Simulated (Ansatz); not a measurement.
Input file for Ansatz (a program for electronic structure): U-revPBE/def2-TZVPPD on N (SMILES [N]). The basis file is the Basis Set Exchange's JSON of that set.

Ansatz 0.2 input:
```yaml
crystal:
  periodic: [false, false, false]
  atoms:
    - {symbol: N, position_ang: [0.00000000, 0.00000000, 0.00000000]}
basis:
  gaussian:
    orbitals: def2-TZVPPD.json
hamiltonian:
  xc: {name: revPBE}
magnetization: {spin_polarized: true, initial_magnetization: 3}
```

The log:

```
WARN ansatz: RAYON_NUM_THREADS=1 ignored (pool sized by the plan → 1); use --threads N
Functional definition: revPBE
integrals: 0.00 GiB planned
179 factors; their error is unknown
mean field: 0.06 GiB planned
mean field evaluation 1: about -1485.0883 eV, gradient 8.7e0 eV
mean field evaluation 2: about -1485.1510 eV, gradient 7.6e0 eV
mean field evaluation 4: about -1485.4107 eV, gradient 7.9e-4 eV
mean field evaluation 8: about -1485.4104 eV, gradient 7.9e-6 eV
mean field -1485.41041726 eV, -54.5878259869 hartree, gradient 1.3e-5 eV, S^2 3.752748; 0 other end points of the search recorded, 0 dependent functions left out
reference -1485.41044088 eV, -54.5878268549 hartree; 5, 2 occupied and 32, 35 virtual orbitals, 179 factors
Total energy: -1485.41044088 eV, -54.5878268549 hartree
```

The calculation finished and met its thresholds.

Cost: about 0.3 core-seconds (a rough figure).
